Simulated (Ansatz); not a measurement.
Reaction (formal hydrolysis of the Hf–F bond): `[F][Hf]([F])([F])[SeH]` + H₂O → `[OH][Hf]([F])([F])[SeH]` + H–F

Program: Ansatz. Geometries: PBE0-D4/def2-TZVP. ΔE: electronic, gas phase. CBS: MP2 limit from def2 TZ/QZ plus the TZ coupled-cluster correction, frozen cores. This one scheme is used for every species. DFT in def2-TZVPP. B3LYP here is the variant with VWN-RPA as its local correlation; programs differ in this. HSE06 is defined as in plane-wave codes. def2 core potentials past Kr. For Hf, Se outer-core shells are correlated without core-valence functions, which leaves a few kJ/mol of doubt a bond. Scalar relativity is left out up to krypton. Each species was taken in one conformer, which may not be the lowest.

`[F][Hf]([F])([F])[SeH]`:

Z-matrix (Å, degrees):
```
Hf
F 1 1.890
F 1 1.894 2 111.2
F 1 1.894 2 111.1 3 119.7
Se 1 2.578 2 106.9 3 -120.2
H 5 1.474 1 88.3 2 179.3
```

H₂O:

```xyz
3

O    -0.385   -0.036    0.041
H     0.286   -0.699    0.218
H     0.099    0.735   -0.259
```

`[OH][Hf]([F])([F])[SeH]`:

Cartesian coordinates in Å:
```
O -0.374 0.131 -1.472
Hf -0.432 -0.328 0.368
F -1.971 0.397 1.217
F -0.511 -2.212 0.612
Se 1.709 0.609 1.494
H -0.532 0.261 -2.402
H 2.110 1.143 0.183
```

H–F:

Z-matrix (Å, degrees):
```
F
H 1 0.920
```

| level | ΔE (kJ/mol) | difference from CCSD(T)/CBS |
| --- | --- | --- |
| LDA (SPW92) | 38.8 | 0.9 |
| PBE-D4 | 46.2 | 8.3 |
| revPBE-D4 | 47.4 | 9.5 |
| BLYP-D4 | 47.0 | 9.1 |
| r2SCAN-D4 | 46.4 | 8.5 |
| B97M-V | 49.0 | 11.1 |
| PBE0-D4 | 42.0 | 4.1 |
| B3LYP-D4 | 43.5 | 5.6 |
| r2SCANh-D4 | 44.6 | 6.7 |
| r2SCAN0-D4 | 42.0 | 4.1 |
| HSE06-D4 | 42.0 | 4.1 |
| BHLYP-D4 | 40.3 | 2.4 |
| CAM-B3LYP-D4 | 42.6 | 4.7 |
| ωB97X-V | 44.0 | 6.1 |
| ωB97M-V | 42.3 | 4.4 |
| B2PLYP | 42.6 | 4.7 |
| PBE-QIDH | 38.7 | 0.8 |
| PBE | 47.9 | 10.0 |
| BLYP | 50.4 | 12.5 |
| r2SCAN | 46.9 | 9.0 |
| PBE0 | 43.5 | 5.6 |
| B3LYP | 46.2 | 8.3 |
| r2SCANh | 45.1 | 7.2 |
| r2SCAN0 | 42.6 | 4.7 |
| HSE06 | 43.5 | 5.6 |
| BHLYP | 42.7 | 4.8 |
| CAM-B3LYP | 44.2 | 6.3 |
| LC-ωPBE | 44.7 | 6.8 |
| HF/def2-SVP | 38.9 | 1.0 |
| MP2/def2-SVP | 36.5 | -1.4 |
| CCSD(T)/def2-SVP | 39.0 | 1.1 |
| HF/def2-TZVPP | 42.1 | 4.2 |
| MP2/def2-TZVPP | 34.3 | -3.6 |
| SCS-MP2/def2-TZVPP | 37.1 | -0.8 |
| CCSD(T)/def2-TZVPP | 37.6 | -0.3 |
| HF/def2-QZVPP | 44.1 | 6.2 |
| MP2/def2-QZVPP | 35.3 | -2.6 |
| SCS-MP2/def2-QZVPP | 38.0 | 0.1 |
| MP2/CBS(def2) | 34.7 | -3.2 |
| CCSD/CBS(def2) | 38.0 | 0.1 |
| CCSD(T)/CBS | 37.9 | 0 |

Largest T1 diagnostic among the species: 0.015.

Leaving LDA and LC-ωPBE aside and taking each functional with its dispersion term where it has one, the values spread over 10.3 kJ/mol, from PBE-QIDH to B97M-V. LDA lies −9.1 kJ/mol from PBE without D4. From BLYP to BHLYP (50 % exact exchange), in def2-TZVPP and without D4, ΔE moves by −7.7 kJ/mol. In def2-TZVPP, CCSD(T) changes the Hartree–Fock value by −4.5 kJ/mol (the triples alone add −0.0 kJ/mol) and MP2 by −7.7 kJ/mol.

CCSD(T)/CBS has its own doubt, a few kJ/mol and more with outer-core shells, so smaller differences from it don't rank the levels.
